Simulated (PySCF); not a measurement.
# CsSr⁺: frontier orbitals

r²SCAN at R = 4.749 Å; basis Cs def2-SVP with ECP46, Sr def2-SVP with ECP28; scalar-relativistic core potentials; PySCF 2.14. State: ¹Σ⁺ (singlet), closed shell. Only the outer orbitals are listed, counted within each symmetry, core potentials removing the inner ones.

```json
{"orbital": "2σ", "occ.": "2", "ε (eV)": "-32.14", "on Cs (%)": "100", "main shells (%)": "100 Cs s"}
{"orbital": "1π", "occ.": "2", "ε (eV)": "-27.18", "on Cs (%)": "0", "main shells (%)": "100 Sr p"}
{"orbital": "1π", "occ.": "2", "ε (eV)": "-27.18", "on Cs (%)": "0", "main shells (%)": "100 Sr p"}
{"orbital": "3σ", "occ.": "2", "ε (eV)": "-27.11", "on Cs (%)": "0", "main shells (%)": "100 Sr p"}
{"orbital": "2π", "occ.": "2", "ε (eV)": "-18.20", "on Cs (%)": "100", "main shells (%)": "100 Cs p"}
{"orbital": "2π", "occ.": "2", "ε (eV)": "-18.20", "on Cs (%)": "100", "main shells (%)": "100 Cs p"}
{"orbital": "4σ", "occ.": "2", "ε (eV)": "-18.13", "on Cs (%)": "100", "main shells (%)": "100 Cs p"}
{"orbital": "5σ", "occ.": "2", "ε (eV)": "-6.73", "on Cs (%)": "2", "main shells (%)": "94 Sr s"}
{"orbital": "6σ", "occ.": "0", "ε (eV)": "-4.77", "on Cs (%)": "32", "main shells (%)": "38 Sr p, 31 Cs s, 19 Sr d"}
{"orbital": "3π", "occ.": "0", "ε (eV)": "-4.38", "on Cs (%)": "13", "main shells (%)": "59 Sr d, 28 Sr p, 9 Cs d"}
{"orbital": "3π", "occ.": "0", "ε (eV)": "-4.38", "on Cs (%)": "13", "main shells (%)": "59 Sr d, 28 Sr p, 9 Cs d"}
```

Task: Which are the highest filled and the lowest empty level, where do they sit, and how wide is the gap?

Result: Highest filled 5σ at -6.73 eV (in %: 94 Sr s); lowest empty 6σ at -4.77 eV (in %: 38 Sr p, 31 Cs s, 19 Sr d); the gap at r²SCAN is 1.96 eV.

| Quantity | Value |
| --- | --- |
| bond order (Mayer) | 0.07 |
| ⟨S²⟩ | 0.000 |
| charge on Cs (Mulliken, basis-dependent) | 0.97 |
| charge on Cs (Löwdin, basis-dependent) | 0.51 |
| dipole moment (positive dipole points towards Sr; it is taken about the centre of mass and depends on that origin) | -2.50 D |

Closed-shell solutions of metal pairs were not tested for spin polarisation, which can lower them a little. Spin–orbit coupling is left out.
